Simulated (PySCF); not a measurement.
**Shapes and spin states of TaH3**

Level of theory: PBE0/[Ta def2-TZVP with ECP60, H def2-TZVP], scalar-relativistic core potentials, density fitting, no spin–orbit coupling, PySCF.

Relaxations began from a few typed shapes and spin states; open shells are unrestricted. The search is not exhaustive: other isomers or separated fragments can lie lower, and high-lying points may rest on an excited occupation.

Question: Which is the lowest minimum found?
A. singlet (closed shell, unstable to spin polarisation) D3h: Ta–H 1.770 Å (×3); H–Ta–H 120.0° (×3)
B. triplet C2v: Ta–H 1.774 Å, Ta–H 1.791 Å (×2); H–Ta–H 118.8° (×2), H–Ta–H 122.3°
C. broken-symmetry Ms = 0 (⟨S²⟩ 0.93) C2v: Ta–H 1.775 Å (×2), Ta–H 1.790 Å; H–Ta–H 117.3°, H–Ta–H 121.3° (×2)
D. triplet C2v: Ta–H 1.779 Å (×2), Ta–H 1.799 Å; H–Ta–H 116.6°, H–Ta–H 121.7° (×2)

Answer: D. The others lie at 0.4 (triplet C2v, a saddle point), 26.4 (broken-symmetry Ms = 0 C2v), 71.2 (singlet D3h) kJ/mol above it.

Formally Ta is in oxidation state +3, d2, with 2 unpaired electrons (the high-spin count). The Mulliken spin on Ta is 2.20. The polar-tensor charge on Ta, 0.88, is far below the formal one.

For the lowest minimum: with open d or f shells other occupations or spin states may lie lower. Spin–orbit coupling, left out here, can matter for elements this heavy.

The electron or spin density has lower symmetry than the nuclear frame for the broken-symmetry Ms = 0 (⟨S²⟩ 0.93) C2v at 26.4 kJ/mol.
